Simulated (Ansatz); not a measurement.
System: CHClF$_{2}$, charge 0, singlet. CHClF2 (SMILES C(F)(Cl)F).
B3LYP-D3(BJ)/def2-TZVP minimum from Ansatz (an electronic-structure program):
```xyz
5

F     -0.9293     1.1547    -0.2887
C     -0.4772     0.0446     0.3178
F     -1.0941    -1.0146    -0.2314
Cl     1.2802    -0.0951     0.0818
H     -0.6909     0.0890     1.3835
```
Charge 0, spin multiplicity 1.

Total energies in cc-pV(D+d)Z, 26 correlated electrons, 8 frozen orbitals. UHF or UKS for unpaired electrons; spin-orbit terms are left out. Correlated methods leave the cores frozen. No relativity.

```json
[
 {"method": "HF", "program": "Ansatz", "energy (Eh)": "-696.83316", "minus CCSDT(Q) (mEh)": "686.80"},
 {"method": "MP2", "program": "Ansatz", "energy (Eh)": "-697.47921", "minus CCSDT(Q) (mEh)": "40.76"},
 {"method": "CCSD", "program": "Ansatz", "energy (Eh)": "-697.50308", "minus CCSDT(Q) (mEh)": "16.88"},
 {"method": "CCSD(T)", "program": "Ansatz", "energy (Eh)": "-697.51788", "minus CCSDT(Q) (mEh)": "2.09"},
 {"method": "CCSDT(Q)", "program": "Ansatz", "energy (Eh)": "-697.51997", "minus CCSDT(Q) (mEh)": "0.00"}
]
```

Rough core times of Ansatz's runs on a shared machine: CCSD(T) under 20 s, CCSDT(Q) 9 min.
